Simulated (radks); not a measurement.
Rb3+, configuration [Ar] 3d10 4s2 4p4 (the NIST ground configuration). Calculated with a radial shooting solver on a logarithmic mesh with Libxc functionals: Dirac Kohn-Sham, LDA (Slater exchange, Perdew-Wang correlation), spin-unpolarised, spherical densities, point nucleus; open shells fill j = l - 1/2 first.

Normalised radial functions P(r) = r R(r) (large component), r in bohr:

r           3p3/2   3d3/2   3d5/2
0.002624   0.0040  0.0000  0.0000
0.003883   0.0084  0.0001  0.0001
0.005747   0.0177  0.0002  0.0002
0.008505   0.0367  0.0006  0.0005
0.01259    0.0739  0.0018  0.0016
0.01863    0.1438  0.0053  0.0048
0.02757    0.2648  0.0149  0.0140
0.0408     0.4495  0.0407  0.0389
0.06038    0.6729  0.1044  0.1009
0.08936    0.8184  0.2451  0.2391
0.1322     0.6563  0.5089  0.4997
0.1957    -0.0056  0.8951  0.8842
0.2896    -0.9575  1.2685  1.2595
0.4286    -1.4974  1.3706  1.3680
0.6344    -1.1934  1.0724  1.0767
0.9388    -0.5143  0.5687  0.5752
1.401     -0.1016  0.1765  0.1803
2.073     -0.0075  0.0274  0.0284
3.068     -0.0001  0.0015  0.0016
4.54      0.0000  0.0000  0.0000

3p3/2: eigenvalue -256.95 eV, 1 radial node at r = 0.195 bohr, <r> = 0.522 bohr, 90 % of the charge inside 0.795 bohr. 3d3/2: eigenvalue -140.52 eV, 0 radial nodes, <r> = 0.522 bohr, 90 % of the charge inside 0.851 bohr. 3d5/2: eigenvalue -138.96 eV, 0 radial nodes, <r> = 0.526 bohr, 90 % of the charge inside 0.856 bohr.
